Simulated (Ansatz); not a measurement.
Be2F2, SMILES [F][Be][Be][F].

Coordinates come from a PBE0-D3(BJ)/def2-TZVP optimisation. The values are those of a single conformer.

Two levels are set side by side: PBE/def2-TZVPD (Ansatz, a first-principles code) and CAM-B3LYP/def2-TZVPD (Ansatz). Energy differences of separate SCF runs at the same geometry; the states with an electron removed or added have multiplicity 2 and 2. Differences are taken from unrounded values.

| quantity | PBE |
|---|---|
| vertical ionisation energy (eV) | 10.83 |
| vertical singlet–triplet gap (eV) | 3.93 |

Task: These are the PBE values. What does CAM-B3LYP give? (An estimate is asked for; the answer gives what the named calculation found.)

Result: 
```json
[
 {"quantity": "vertical ionisation energy (eV)", "CAM-B3LYP": "11.09", "PBE minus CAM-B3LYP": "-0.27"},
 {"quantity": "vertical singlet–triplet gap (eV)", "CAM-B3LYP": "4.25", "PBE minus CAM-B3LYP": "-0.31"}
]
```
